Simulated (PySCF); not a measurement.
Isomers of CH11ClSi4, one GFN2-xTB conformer each. Single-point energies are computed at PBE0/pcSseg-1 (PySCF, gas phase, no added dispersion term), electronic only.

| SMILES | GFN2-xTB relative energy (kJ/mol) |
| --- | --- |
| C[SiH2][Si@@H]([SiH3])[SiH2]Cl | 45.5 |
| [SiH3][SiH2][C@@H]([SiH3])[SiH2]Cl | 0.0 |
| C[Si@@H]([SiH3])[SiH2][SiH2]Cl | 44.5 |
| [SiH3]C[Si@H](Cl)[SiH2][SiH3] | 23.2 |
| [SiH3]C[Si@H]([SiH3])[SiH2]Cl | 19.9 |
| [SiH3]C[Si]([SiH3])([SiH3])Cl | 23.0 |

Conformers: `[CH3:1][SiH2:2][Si@@H:3]([SiH3:4])[SiH2:5][Cl:6]` with C1–Si2–Si3–Si4 -161°, Si2–Si3–Si5–Cl6 -59°; `[SiH3:1][SiH2:2][C@@H:3]([SiH3:4])[SiH2:5][Cl:6]` with Si1–Si2–C3–Si4 -66°, Si2–C3–Si5–Cl6 54°; `[CH3:1][Si@@H:2]([SiH3:3])[SiH2:4][SiH2:5][Cl:6]` with C1–Si2–Si4–Si5 -68°, Si2–Si4–Si5–Cl6 21°; `[SiH3:1][CH2:2][Si@H:3]([Cl:4])[SiH2:5][SiH3:6]` with Si1–C2–Si3–Cl4 -64°, C2–Si3–Si5–Si6 69°; `[SiH3:1][CH2:2][Si@H:3]([SiH3:4])[SiH2:5][Cl:6]` with Si1–C2–Si3–Si4 63°, C2–Si3–Si5–Cl6 106°; `[SiH3:1][CH2:2][Si:3]([SiH3:4])([SiH3:5])[Cl:6]` with Si1–C2–Si3–Si4 -67°.

Question: What does PBE0/pcSseg-1 give for the same structures?

Answer: 
```json
{"SMILES": "C[SiH2][Si@@H]([SiH3])[SiH2]Cl", "PBE0/pcSseg-1 E (Eh)": "-1662.18290", "PBE0/pcSseg-1 (kJ/mol)": "0.0", "GFN2-xTB (kJ/mol)": "45.5", "point group": "C1"}
{"SMILES": "C[Si@@H]([SiH3])[SiH2][SiH2]Cl", "PBE0/pcSseg-1 E (Eh)": "-1662.17903", "PBE0/pcSseg-1 (kJ/mol)": "10.2", "GFN2-xTB (kJ/mol)": "44.5", "point group": "C1"}
{"SMILES": "[SiH3]C[Si@H](Cl)[SiH2][SiH3]", "PBE0/pcSseg-1 E (Eh)": "-1662.17838", "PBE0/pcSseg-1 (kJ/mol)": "11.9", "GFN2-xTB (kJ/mol)": "23.2", "point group": "C1"}
{"SMILES": "[SiH3]C[Si]([SiH3])([SiH3])Cl", "PBE0/pcSseg-1 E (Eh)": "-1662.17601", "PBE0/pcSseg-1 (kJ/mol)": "18.1", "GFN2-xTB (kJ/mol)": "23.0", "point group": "Cs"}
{"SMILES": "[SiH3][SiH2][C@@H]([SiH3])[SiH2]Cl", "PBE0/pcSseg-1 E (Eh)": "-1662.17414", "PBE0/pcSseg-1 (kJ/mol)": "23.0", "GFN2-xTB (kJ/mol)": "0.0", "point group": "C1"}
{"SMILES": "[SiH3]C[Si@H]([SiH3])[SiH2]Cl", "PBE0/pcSseg-1 E (Eh)": "-1662.17185", "PBE0/pcSseg-1 (kJ/mol)": "29.0", "GFN2-xTB (kJ/mol)": "19.9", "point group": "C1"}
```

GFN2-xTB puts [SiH3][SiH2][C@@H]([SiH3])[SiH2]Cl lowest instead; measured from each level's own lowest isomer, the values differ by up to 45.5 kJ/mol (C[SiH2][Si@@H]([SiH3])[SiH2]Cl: 45.5 against 0.0). Neighbours about 10 kJ/mol apart or less (C[SiH2][Si@@H]([SiH3])[SiH2]Cl and C[Si@@H]([SiH3])[SiH2][SiH2]Cl; C[Si@@H]([SiH3])[SiH2][SiH2]Cl and [SiH3]C[Si@H](Cl)[SiH2][SiH3]; [SiH3]C[Si@H](Cl)[SiH2][SiH3] and [SiH3]C[Si]([SiH3])([SiH3])Cl; [SiH3]C[Si]([SiH3])([SiH3])Cl and [SiH3][SiH2][C@@H]([SiH3])[SiH2]Cl; others) can change places with a better method, another conformer or zero-point energy.

Question: Which frontier levels, dipoles and rotational constants go with these structures?

Answer: 
```
                            SMILES  HOMO (eV, PBE0/pcSseg-1)  LUMO (eV)  dipole (D)       A, B, C (MHz)
    C[SiH2][Si@@H]([SiH3])[SiH2]Cl                     -8.17      -0.88        1.79  1005, 946.3, 591.5
    C[Si@@H]([SiH3])[SiH2][SiH2]Cl                     -8.16      -0.98        1.34  1380, 722.1, 645.1
     [SiH3]C[Si@H](Cl)[SiH2][SiH3]                     -8.06      -0.73        1.82  1743, 567.6, 515.4
     [SiH3]C[Si]([SiH3])([SiH3])Cl                     -8.02      -0.95        1.48  1115, 805.3, 708.7
[SiH3][SiH2][C@@H]([SiH3])[SiH2]Cl                     -8.65      -0.39        1.47  1220, 841.4, 596.4
     [SiH3]C[Si@H]([SiH3])[SiH2]Cl                     -8.15      -0.98        2.32  1166, 804.6, 642.4
```

Question: As an exercise, what shares would exp(−E/RT) give at 1000 K from these electronic energies alone (no entropy, no degeneracies)?

Answer: RT = 8.314 kJ/mol: C[SiH2][Si@@H]([SiH3])[SiH2]Cl 57.4 %, C[Si@@H]([SiH3])[SiH2][SiH2]Cl 16.9 %, [SiH3]C[Si@H](Cl)[SiH2][SiH3] 13.8 %, [SiH3]C[Si]([SiH3])([SiH3])Cl 6.5 %, [SiH3][SiH2][C@@H]([SiH3])[SiH2]Cl 3.6 %, [SiH3]C[Si@H]([SiH3])[SiH2]Cl 1.8 %.
